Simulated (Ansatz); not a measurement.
```xyz
13

B     2.065    1.224    0.490
B     1.081   -0.052   -0.004
O     1.440   -1.320   -0.475
C     0.043   -1.588   -0.597
N    -0.334   -0.267   -0.107
Si   -1.838    0.517    0.168
H     2.441    2.065   -0.274
H     2.420    1.345    1.628
H    -0.240   -1.784   -1.636
H    -0.265   -2.416    0.049
H    -1.519    1.872    0.682
H    -2.663   -0.221    1.162
H    -2.632    0.625   -1.086
```

Charge 0, multiplicity 1.

Q: List the PBE0/def2-TZVPP orbital energies in eV (Ansatz 0.2.0). (An estimate is asked.)

A: Ansatz gave: Occupied: -1802.93, -522.93, -391.26, -280.75, -184.99, -184.79, -145.23, -99.91, -99.88, -99.87, -29.84, -24.14, -18.67, -16.22, -14.61, -13.99, -13.36, -13.07, -12.03, -10.18, -9.99, -9.87, -9.75, -8.91, -8.65, -7.76. Lowest empty: -2.16, 0.43, 0.64, 1.13, 1.42, 1.54, 1.88, 2.23.
